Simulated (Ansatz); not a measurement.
Breaking the Si5–H6 bond in BH5OSi (SMILES BO[SiH3]) (multiplicity 1 held, fragments rigid). Energies count from the point at 1.477 Å.
Geometry at that point (charge 0, multiplicity 1):
| atom | x (Å) | y (Å) | z (Å) |
|---|---|---|---|
| B | -0.3553 | 0.1677 | 1.7461 |
| H | -1.1220 | 0.7228 | 2.4744 |
| H | 0.5157 | -0.5422 | 2.1656 |
| O | -0.4893 | 0.3573 | 0.4177 |
| Si | 0.3307 | -0.2012 | -0.9148 |
| H | 0.8626 | 0.9682 | -1.6432 |
| H | -0.6298 | -0.9343 | -1.7642 |
| H | 1.4354 | -1.0943 | -0.4978 |

Restricted levels (R-, RO-) in cc, def2 and unpolarised 6-31G sets keep to the state of the molecule at rest. Unrestricted levels (U-) break spin symmetry where that is lower. Curves can end on different states.

Frozen-core correlation.

Programs: Ansatz (Gaussian basis) for Hartree–Fock, density functionals and correlated methods. Each number belongs to the level named beside it.

One of these levels gives 78.31 kcal/mol for the energy at R = 4.726 Å. Name it.
A. R-MP2/cc-pV(D+d)Z
B. U-MP2/cc-pV(D+d)Z
C. U-HF/cc-pV(D+d)Z

C, U-HF/cc-pV(D+d)Z. The others give 126.53 (R-MP2/cc-pV(D+d)Z), 91.88 (U-MP2/cc-pV(D+d)Z)

Doubts at one or more of the structures used: a spin-contaminated determinant (U-HF/cc-pV(D+d)Z, U-MP2/cc-pV(D+d)Z); a restricted determinant that unrestricted orbitals would lower (R-MP2/cc-pV(D+d)Z).

Ansatz is a first-principles code.
